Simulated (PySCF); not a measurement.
I2Sn (SMILES [I][Sn][I]), singlet, geometry from GFN2-xTB (such geometries of metal compounds can be far from the true shape) (core potentials on I, Sn). Base run: PBE0/def2-SVP run with PySCF.

PySCF was given this input:
```python
from pyscf import gto, scf, dft, solvent

mol = gto.Mole()
mol.atom = '''
    Sn    0.033053    0.016074    1.154150
    I     1.080504   -1.849029   -0.550154
    I    -1.111687    1.833865   -0.538666
'''
mol.basis = 'def2-svp'
mol.ecp = {'I': 'def2-svp', 'Sn': 'def2-svp'}
mol.charge = 0
mol.spin = 0
mol.verbose = 3
mol.build()

mf = dft.RKS(mol)
mf.xc = 'pbe0'
mf.kernel()
```

Base: dipole (D) 2.61; HOMO-LUMO gap (eV) 3.85.

A changed run: ΔE vs base (kJ/mol) -15.64; dipole (D) 3.96; HOMO-LUMO gap (eV) 4.08.

### Question
What was changed between the two runs?
A. model = IEF-PCM; solvent = 2-propanol; vdw_scale = 1.0
B. model = IEF-PCM; solvent = 2-propanol; lebedev_order = 11
C. model = IEF-PCM; solvent = toluene
D. model = IEF-PCM; solvent = chloroform
E. model = IEF-PCM; solvent = 2-propanol; vdw_scale = 1.4

### Answer
B, model = IEF-PCM; solvent = 2-propanol; lebedev_order = 11

The base is the gas phase, so ΔE is the electrostatic part of solvation at a fixed geometry, without cavity and dispersion terms.
